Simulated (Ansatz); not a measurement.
Nudged elastic band run: C3H13BN2

The input (input.yaml):

```yaml
crystal:
  periodic: [false, false, false]
  atoms:
    - { symbol: B, position_ang: [-0.078777, 0.467363, -0.015002] }
    - { symbol: "N", position_ang: [-0.258335, 0.876539, 1.323081] }
    - { symbol: H, position_ang: [-1.163135, 1.098678, 1.716801] }
    - { symbol: H, position_ang: [0.511365, 1.074842, 1.948517] }
    - { symbol: C, position_ang: [1.387175, 0.221396, -0.562395] }
    - { symbol: H, position_ang: [1.494386, -0.82698, -0.872453] }
    - { symbol: H, position_ang: [1.581089, 0.827313, -1.458667] }
    - { symbol: H, position_ang: [2.183022, 0.439287, 0.162892] }
    - { symbol: C, position_ang: [-1.349676, 0.219935, -0.927208] }
    - { symbol: H, position_ang: [-1.430643, -0.855933, -1.13554] }
    - { symbol: H, position_ang: [-2.298152, 0.542395, -0.477468] }
    - { symbol: H, position_ang: [-1.2551, 0.71714, -1.901732] }
    - { symbol: "N", position_ang: [-0.140669, -2.498145, 1.208086] }
    - { symbol: H, position_ang: [-0.836505, -3.169229, 1.529122] }
    - { symbol: C, position_ang: [1.171418, -2.831303, 1.765245] }
    - { symbol: H, position_ang: [1.498811, -3.801711, 1.372593] }
    - { symbol: H, position_ang: [1.898838, -2.08291, 1.43016] }
    - { symbol: H, position_ang: [1.22338, -2.881118, 2.868094] }
    - { symbol: H, position_ang: [-0.431591, -1.584461, 1.551073] }
basis:
  gaussian: { orbitals: "6-31G*" }
hamiltonian:
  xc: b3lyp
  dispersion: d4
neb:
  order_check: false
  images: 5
  f_tol: 0.05
  max_iterations: 60
  final_atoms:
    - { symbol: B, position_ang: [0.10563286, -0.88309816, -0.33096511] }
    - { symbol: "N", position_ang: [-0.48079284, 0.98421262, 2.28615407] }
    - { symbol: H, position_ang: [-1.4040546, 1.12900851, 2.6942752] }
    - { symbol: H, position_ang: [0.18787807, 1.12459956, 3.04309833] }
    - { symbol: C, position_ang: [1.4945354, -0.19469777, -0.68200187] }
    - { symbol: H, position_ang: [2.19191007, -0.90266743, -1.15301405] }
    - { symbol: H, position_ang: [1.37183336, 0.64667925, -1.37230671] }
    - { symbol: H, position_ang: [1.99856943, 0.19517722, 0.21210792] }
    - { symbol: C, position_ang: [-1.24121919, -0.4051683, -1.01294019] }
    - { symbol: H, position_ang: [-2.12433248, -1.00874811, -0.76322209] }
    - { symbol: H, position_ang: [-1.44629374, 0.62944175, -0.70385175] }
    - { symbol: H, position_ang: [-1.1489944, -0.38385427, -2.10738821] }
    - { symbol: "N", position_ang: [0.04336962, -1.92461184, 0.61947536] }
    - { symbol: H, position_ang: [-0.85377741, -2.36871648, 0.7793889] }
    - { symbol: C, position_ang: [1.13509993, -2.5480215, 1.34952706] }
    - { symbol: H, position_ang: [1.26911951, -3.6005701, 1.06444354] }
    - { symbol: H, position_ang: [2.06611616, -2.02051951, 1.13374521] }
    - { symbol: H, position_ang: [0.97065954, -2.513075, 2.43532463] }
    - { symbol: H, position_ang: [-0.4283583, -0.00227243, 2.03334878] }
  initial_path:
    images:
      - { positions_ang: [[-0.078777, 0.467363, -0.015002], [-0.258335, 0.876539, 1.323081], [-1.163135, 1.098678, 1.716801], [0.511365, 1.074842, 1.948517], [1.387175, 0.221396, -0.562395], [1.494386, -0.82698, -0.872453], [1.581089, 0.827313, -1.458667], [2.183022, 0.439287, 0.162892], [-1.349676, 0.219935, -0.927208], [-1.430643, -0.855933, -1.13554], [-2.298152, 0.542395, -0.477468], [-1.2551, 0.71714, -1.901732], [-0.140669, -2.498145, 1.208086], [-0.836505, -3.169229, 1.529122], [1.171418, -2.831303, 1.765245], [1.498811, -3.801711, 1.372593], [1.898838, -2.08291, 1.43016], [1.22338, -2.881118, 2.868094], [-0.431591, -1.584461, 1.551073]] }
      - { positions_ang: [[-0.05054957, 0.3130742, -0.00853218], [-0.18132026, 0.57920277, 1.51672484], [-1.0795405, 0.633924, 1.94977128], [0.62066001, 0.80106317, 2.11637562], [1.3932035, 0.15361619, -0.63198409], [1.57687865, -0.89300802, -0.89712847], [1.48201826, 0.73013815, -1.55425964], [2.17611388, 0.47711346, 0.05513146], [-1.35494913, 0.14920677, -0.89136874], [-1.595755, -0.87968328, -0.96038134], [-2.19155708, 0.65557643, -0.49022814], [-1.21839222, 0.50167827, -1.90305502], [-0.06716401, -2.25047553, 0.99559927], [-0.69972452, -2.94930395, 1.02752955], [1.06108807, -2.58996918, 1.76961823], [1.32718865, -3.60354935, 1.52113593], [1.87608804, -1.92401646, 1.53738147], [0.90956867, -2.51229703, 2.80475926], [-0.27695445, -1.4391926, 1.5681097]] }
      - { positions_ang: [[-0.02232215, 0.1587854, -0.00206235], [-0.10430552, 0.28186654, 1.71036868], [-0.99594599, 0.16917, 2.18274157], [0.72995502, 0.52728435, 2.28423424], [1.39923201, 0.08583639, -0.70157317], [1.65937131, -0.95903603, -0.92180394], [1.38294751, 0.6329633, -1.64985228], [2.16920577, 0.51493991, -0.05262907], [-1.36022226, 0.07847855, -0.85552948], [-1.760867, -0.90343356, -0.78522268], [-2.08496217, 0.76875786, -0.50298828], [-1.18168443, 0.28621653, -1.90437804], [0.00634097, -2.00280607, 0.78311253], [-0.56294404, -2.7293789, 0.5259371], [0.95075814, -2.34863537, 1.77399146], [1.15556629, -3.40538769, 1.66967886], [1.85333809, -1.76512292, 1.64460294], [0.59575735, -2.14347607, 2.74142451], [-0.1223179, -1.29392421, 1.58514639]] }
      - { positions_ang: [[0.00590528, 0.00449659, 0.00440747], [-0.02729078, -0.01546969, 1.90401253], [-0.91235149, -0.295584, 2.41571185], [0.83925003, 0.25350552, 2.45209286], [1.40526051, 0.01805658, -0.77116226], [1.74186396, -1.02506405, -0.94647941], [1.28387677, 0.53578845, -1.74544493], [2.16229765, 0.55276637, -0.16038961], [-1.36549539, 0.00775032, -0.81969021], [-1.925979, -0.92718385, -0.61006401], [-1.97836725, 0.88193929, -0.51574842], [-1.14497665, 0.0707548, -1.90570105], [0.07984596, -1.7551366, 0.5706258], [-0.42616356, -2.50945385, 0.02434465], [0.84042821, -2.10730155, 1.77836469], [0.98394394, -3.20722604, 1.81822179], [1.83058813, -1.60622938, 1.75182441], [0.28194602, -1.7746551, 2.67808977], [0.03231866, -1.14865581, 1.60218309]] }
      - { positions_ang: [[0.03914781, -0.29136832, -0.10738339], [-0.17845813, 0.31775775, 2.03139304], [-1.07625253, 0.17928017, 2.5085663], [0.62212604, 0.5438702, 2.64909468], [1.43501881, -0.05286154, -0.74144213], [1.89187933, -0.98426518, -1.01532429], [1.31319563, 0.57275205, -1.62106552], [2.10772158, 0.43356998, -0.03622377], [-1.32406999, -0.12988922, -0.88410687], [-1.99209683, -0.95437193, -0.66111671], [-1.80100941, 0.79777344, -0.57844953], [-1.1463159, -0.08078156, -1.97293011], [0.06768718, -1.81162834, 0.58690898], [-0.56870151, -2.46254139, 0.27602606], [0.93865212, -2.2542082, 1.63541881], [1.07900246, -3.33834072, 1.56696237], [1.90909748, -1.74432609, 1.54579801], [0.51151719, -2.02079507, 2.59716805], [-0.12124033, -0.76652802, 1.74590499]] }
      - { positions_ang: [[0.07239033, -0.58723324, -0.21917425], [-0.32962548, 0.65098518, 2.15877355], [-1.24015356, 0.65414434, 2.60142075], [0.40500205, 0.83423488, 2.84609651], [1.46477711, -0.12377966, -0.711722], [2.0418947, -0.94346631, -1.08416917], [1.3425145, 0.60971565, -1.49668612], [2.0531455, 0.3143736, 0.08794207], [-1.28264459, -0.26752876, -0.94852353], [-2.05821466, -0.98156002, -0.7121694], [-1.62365158, 0.71360759, -0.64115064], [-1.14765515, -0.23231791, -2.04015916], [0.0555284, -1.86812009, 0.60319217], [-0.71123946, -2.41562894, 0.52770748], [1.03687602, -2.40111485, 1.49247294], [1.17406099, -3.46945541, 1.31570296], [1.98760682, -1.8824228, 1.33977161], [0.74108836, -2.26693503, 2.51624634], [-0.27479932, -0.38440022, 1.88962688]] }
      - { positions_ang: [[0.10563286, -0.88309816, -0.33096511], [-0.48079284, 0.98421262, 2.28615407], [-1.4040546, 1.12900851, 2.6942752], [0.18787807, 1.12459956, 3.04309833], [1.4945354, -0.19469777, -0.68200187], [2.19191007, -0.90266743, -1.15301405], [1.37183336, 0.64667925, -1.37230671], [1.99856943, 0.19517722, 0.21210792], [-1.24121919, -0.4051683, -1.01294019], [-2.12433248, -1.00874811, -0.76322209], [-1.44629374, 0.62944175, -0.70385175], [-1.1489944, -0.38385427, -2.10738821], [0.04336962, -1.92461184, 0.61947536], [-0.85377741, -2.36871648, 0.7793889], [1.13509993, -2.5480215, 1.34952706], [1.26911951, -3.6005701, 1.06444354], [2.06611616, -2.02051951, 1.13374521], [0.97065954, -2.513075, 2.43532463], [-0.4283583, -0.00227243, 2.03334878]] }
```

Run as:

```bash
$ ansatz run input.yaml --threads 4 --pin off --max-ram 5120MiB --backend cpu --events-out ev --progress --plain --runs-dir out
```

Output, in part (warnings, iteration lines, the closing report on the highest movable image, with atoms numbered from 0):

```
NEB end point (image 0): max|allowed force component| = 2.843e-2 eV/Å (the criterion of neb.relax_end_points is 1.000e-2)
NEB end point (image 6): max|allowed force component| = 2.663e-2 eV/Å (the criterion of neb.relax_end_points is 1.000e-2)
NEB iter   1: max|band force component| = 5.254e0 eV/Å  barrier→ = 6.8303 eV  barrier← = 6.8540 eV  Δτ_max = 0.2000 Å  (178 SCF iters)
NEB iter   2: max|band force component| = 2.760e0 eV/Å  barrier→ = 4.0913 eV  barrier← = 4.1150 eV  Δτ_max = 0.1988 Å  (138 SCF iters)
NEB iter   3: max|band force component| = 2.541e0 eV/Å  barrier→ = 3.0708 eV  barrier← = 3.0945 eV  Δτ_max = 0.1979 Å  (137 SCF iters)
NEB iter   4: max|band force component| = 1.025e0 eV/Å  barrier→ = 2.5630 eV  barrier← = 2.5867 eV  Δτ_max = 0.1940 Å  (138 SCF iters)
NEB iter   5: max|band force component| = 9.847e-1 eV/Å  barrier→ = 2.2061 eV  barrier← = 2.2298 eV  Δτ_max = 0.1994 Å  (132 SCF iters)
NEB iter   6: max|band force component| = 9.601e-1 eV/Å  barrier→ = 1.7917 eV  barrier← = 1.8154 eV  Δτ_max = 0.1991 Å  (133 SCF iters)
NEB iter   7: max|band force component| = 1.181e0 eV/Å  barrier→ = 1.4188 eV  barrier← = 1.4425 eV  Δτ_max = 0.1003 Å  (131 SCF iters)
NEB iter   8: max|band force component| = 1.051e0 eV/Å  barrier→ = 1.1665 eV  barrier← = 1.1902 eV  Δτ_max = 0.1993 Å  (130 SCF iters)
NEB iter   9: max|band force component| = 2.009e0 eV/Å  barrier→ = 0.7913 eV  barrier← = 0.8150 eV  Δτ_max = 0.1014 Å  (132 SCF iters)
NEB iter  10: max|band force component| = 5.919e-1 eV/Å  barrier→ = 0.5461 eV  barrier← = 0.5698 eV  Δτ_max = 0.1999 Å  (126 SCF iters)
NEB iter  11: max|band force component| = 6.990e-1 eV/Å  barrier→ = 0.3859 eV  barrier← = 0.4096 eV  Δτ_max = 0.1005 Å  (131 SCF iters)
NEB iter  12: max|band force component| = 7.201e-1 eV/Å  barrier→ = 0.4605 eV  barrier← = 0.4842 eV  CI = image 3  Δτ_max = 0.1005 Å  (125 SCF iters)
NEB iter  13: max|band force component| = 6.413e-1 eV/Å  barrier→ = 0.5614 eV  barrier← = 0.5851 eV  CI = image 3  Δτ_max = 0.2000 Å  (130 SCF iters)
NEB iter  14: max|band force component| = 1.044e0 eV/Å  barrier→ = 0.8640 eV  barrier← = 0.8878 eV  CI = image 3  Δτ_max = 0.0992 Å  (132 SCF iters)
NEB iter  15: max|band force component| = 1.487e0 eV/Å  barrier→ = 0.9144 eV  barrier← = 0.9382 eV  CI = image 3  Δτ_max = 0.0500 Å  (129 SCF iters)
NEB iter  16: max|band force component| = 1.624e0 eV/Å  barrier→ = 0.9621 eV  barrier← = 0.9859 eV  CI = image 3  Δτ_max = 0.0999 Å  (125 SCF iters)
NEB iter  17: max|band force component| = 6.081e-1 eV/Å  barrier→ = 0.8789 eV  barrier← = 0.9026 eV  CI = image 3  Δτ_max = 0.1950 Å  (127 SCF iters)
NEB iter  18: max|band force component| = 3.486e-1 eV/Å  barrier→ = 0.8118 eV  barrier← = 0.8355 eV  CI = image 3  Δτ_max = 0.2000 Å  (127 SCF iters)
NEB iter  19: max|band force component| = 2.280e-1 eV/Å  barrier→ = 0.7782 eV  barrier← = 0.8019 eV  CI = image 3  Δτ_max = 0.1708 Å  (127 SCF iters)
NEB iter  20: max|band force component| = 2.479e-1 eV/Å  barrier→ = 0.7610 eV  barrier← = 0.7848 eV  CI = image 3  Δτ_max = 0.0871 Å  (129 SCF iters)
NEB iter  21: max|band force component| = 2.223e-1 eV/Å  barrier→ = 0.7533 eV  barrier← = 0.7770 eV  CI = image 3  Δτ_max = 0.0871 Å  (122 SCF iters)
NEB iter  22: max|band force component| = 2.800e-1 eV/Å  barrier→ = 0.7469 eV  barrier← = 0.7707 eV  CI = image 3  Δτ_max = 0.0434 Å  (128 SCF iters)
NEB iter  23: max|band force component| = 1.308e-1 eV/Å  barrier→ = 0.7447 eV  barrier← = 0.7685 eV  CI = image 3  Δτ_max = 0.0867 Å  (126 SCF iters)
NEB iter  24: max|band force component| = 1.032e-1 eV/Å  barrier→ = 0.7427 eV  barrier← = 0.7665 eV  CI = image 3  Δτ_max = 0.0877 Å  (128 SCF iters)
NEB iter  25: max|band force component| = 8.500e-2 eV/Å  barrier→ = 0.7423 eV  barrier← = 0.7661 eV  CI = image 3  Δτ_max = 0.0877 Å  (128 SCF iters)
NEB iter  26: max|band force component| = 1.196e-1 eV/Å  barrier→ = 0.7420 eV  barrier← = 0.7657 eV  CI = image 3  Δτ_max = 0.0436 Å  (122 SCF iters)
NEB iter  27: max|band force component| = 1.161e-1 eV/Å  barrier→ = 0.7418 eV  barrier← = 0.7655 eV  CI = image 3  Δτ_max = 0.0436 Å  (122 SCF iters)
NEB iter  28: max|band force component| = 9.031e-2 eV/Å  barrier→ = 0.7417 eV  barrier← = 0.7654 eV  CI = image 3  Δτ_max = 0.0435 Å  (124 SCF iters)
NEB iter  29: max|band force component| = 5.009e-2 eV/Å  barrier→ = 0.7416 eV  barrier← = 0.7653 eV  CI = image 3  Δτ_max = 0.0435 Å  (125 SCF iters)
NEB iter  30: max|band force component| = 3.475e-2 eV/Å  barrier→ = 0.7416 eV  barrier← = 0.7653 eV  CI = image 3  Δτ_max = 0.0000 Å  (256 SCF iters)
Total energy: -6980.90807535 eV, -256.5436399398 hartree
Atom 0 at    -0.038037    -0.339238     0.295446 Å, force    -0.003213     0.009674    -0.003544 eV/Å
Atom 1 at    -0.517572     0.387767     1.680017 Å, force     0.000739     0.003189    -0.004285 eV/Å
Atom 2 at    -1.434639     0.828675     1.678412 Å, force    -0.001298    -0.002916     0.000046 eV/Å
Atom 3 at     0.150849     1.008989     2.130713 Å, force     0.002449    -0.000662    -0.001352 eV/Å
Atom 4 at     1.426536     0.147795    -0.160313 Å, force     0.000738     0.002575     0.001137 eV/Å
Atom 5 at     1.848496    -0.497239    -0.943422 Å, force     0.000067     0.000021    -0.000024 eV/Å
Atom 6 at     1.382822     1.161281    -0.582304 Å, force     0.000154    -0.000482     0.000381 eV/Å
Atom 7 at     2.165644     0.177747     0.654531 Å, force     0.000458    -0.000267     0.000132 eV/Å
Atom 8 at    -1.198676    -0.276093    -0.820412 Å, force     0.000725     0.002612     0.000062 eV/Å
Atom 9 at    -2.180324    -0.612474    -0.448454 Å, force    -0.000900    -0.000089     0.000037 eV/Å
Atom 10 at    -1.339503     0.743546    -1.205104 Å, force    -0.000058    -0.001040    -0.000260 eV/Å
Atom 11 at    -0.958257    -0.906187    -1.688181 Å, force     0.000321    -0.000841     0.000024 eV/Å
Atom 12 at    -0.052368    -1.787501     1.049544 Å, force     0.000744    -0.007479     0.002958 eV/Å
Atom 13 at    -0.797080    -2.391316     0.705618 Å, force    -0.000233    -0.000468     0.002118 eV/Å
Atom 14 at     1.173149    -2.556693     1.263278 Å, force     0.011059    -0.012888    -0.001323 eV/Å
Atom 15 at     0.982445    -3.434808     1.891787 Å, force    -0.002088     0.002767    -0.001777 eV/Å
Atom 16 at     1.621972    -2.896172     0.319697 Å, force    -0.001820     0.002079     0.000700 eV/Å
Atom 17 at     1.911659    -1.931304     1.773193 Å, force    -0.002200     0.000862    -0.000213 eV/Å
Atom 18 at    -0.440216    -0.873676     1.931152 Å, force    -0.005645     0.003351     0.005183 eV/Å
Dipole moment:    -0.104662    -0.092022     0.398471 e Å
```

The run converged. A vibrational analysis at the climbing image gives one clearly imaginary mode, 1443i cm⁻¹: a first-order saddle point. The orbitals stay closed-shell, which can raise the energy where a bond breaks towards radicals; this wasn't checked here.

Final band (atoms are numbered from 1 in the order of the input):

| image | path coordinate (Å) | energy (kJ/mol) | B1–N2 (Å) | N13–H19 (Å) | B1–N13 (Å) |
| --- | --- | --- | --- | --- | --- |
| 0 | 0.00 | 0.0 | 1.41 | 1.02 | 3.21 |
| 1 | 2.58 | 1.3 | 1.41 | 1.02 | 3.21 |
| 2 | 5.17 | 4.4 | 1.41 | 1.02 | 3.05 |
| 3 | 7.75 | 71.5 | 1.64 | 1.33 | 1.63 |
| 4 | 9.32 | 5.5 | 2.65 | 2.50 | 1.42 |
| 5 | 10.90 | 0.5 | 3.15 | 2.48 | 1.41 |
| 6 | 12.48 | -2.3 | 3.27 | 2.43 | 1.41 |

Time of the run: 4.5 min on 4 threads of Arm Neoverse V2 (shared host), peak memory 0.31 GiB.
